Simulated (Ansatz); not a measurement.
Two structures of SiH6Cl2O2, closed shell, reached by relaxing down either side of one saddle point (PBE0-D4/def2-TZVP). Energies are electronic, without zero-point energy. Program: Ansatz 0.2.0. Basis: def2-TZVPP and def2-QZVPP. Cores are frozen in the correlated methods. Extrapolation: Hartree–Fock as exp(−7.88 √X), correlation as X^−2.97. First:

```tsv
atom	x (Å)	y (Å)	z (Å)
Si1	-0.3225	1.3108	-0.5178
Cl2	-0.9486	-0.5368	-1.6839
H3	0.7140	1.5997	-1.5167
H4	-1.7068	1.7962	-0.5337
Cl5	0.3785	2.8847	0.8655
H6	0.3383	-0.8239	0.6777
O7	0.1156	0.1926	0.8050
H8	0.1555	-2.0568	-0.5986
O9	0.5851	-2.1791	0.2760
H10	0.6065	0.6727	1.4907
H11	0.0845	-2.8600	0.7356
```

Second:

```
11
angstrom
Si -0.1767 1.5888 -0.0722
Cl -0.3179 -1.2436 -2.3249
H 0.5157 1.8947 -1.3373
H -1.5237 1.0171 -0.2207
Cl -0.3191 3.3603 0.9581
H 0.2954 -1.3126 0.8062
O 0.6694 0.5016 0.8442
H -0.1564 -1.8052 -1.1351
O 0.1037 -2.2059 0.4715
H 1.5777 0.7245 1.0608
H -0.6679 -2.5196 0.9493
```

(1) Which bonds change from the first to the second?

(2) Give the saddle point's structure and its height above each. (Judge from chemistry; the value comes from the calculation.)

The T1 diagnostic stays at or below 0.010.

Answers

(1) SiH₂Cl₂ ([Cl][SiH2][Cl]) + H₂O + H₂O → SiH₃ClO ([OH][SiH2][Cl]) + HCl + H₂O; bonds formed: Cl2–H8, H6–O9; bonds broken: Si1–Cl2, H6–O7, H8–O9.

(2) Computed: 2.98 kcal/mol above the first and 11.22 kcal/mol above the second (CCSD(T) at an estimated basis limit (MP2 extrapolated from triple and quadruple zeta, plus CCSD(T) − MP2 in triple zeta)).
| atom | x (Å) | y (Å) | z (Å) |
| --- | --- | --- | --- |
| Si1 | -0.2598 | 1.3243 | -0.4168 |
| Cl2 | -0.7555 | -0.6859 | -1.7727 |
| H3 | 0.6430 | 1.6581 | -1.5224 |
| H4 | -1.7132 | 1.5146 | -0.4431 |
| Cl5 | 0.2285 | 2.9935 | 0.8599 |
| H6 | 0.4623 | -1.0540 | 0.6429 |
| O7 | 0.3391 | 0.2093 | 0.7605 |
| H8 | 0.0211 | -1.8636 | -0.6413 |
| O9 | 0.4694 | -2.1222 | 0.2687 |
| H10 | 0.7242 | 0.6898 | 1.5036 |
| H11 | -0.1591 | -2.6640 | 0.7607 |

The step is the kind of ligand exchange by which a precursor binds to a hydroxyl group, or is hydrolysed, in atomic layer deposition of oxides.

Labels in which every atom is bracketed show which atoms are joined, not bond orders.

For scale, one of the runs: CCSD(T)/def2-TZVPP, 272 basis functions, launched by `ansatz run in.yaml --threads 8 --pin off --events-out ev --progress --plain --max-ram 19148MiB`. The run took 2.7 min on 8 CPU threads of an Intel Xeon (shared host), with 7 GiB of host memory at its peak.
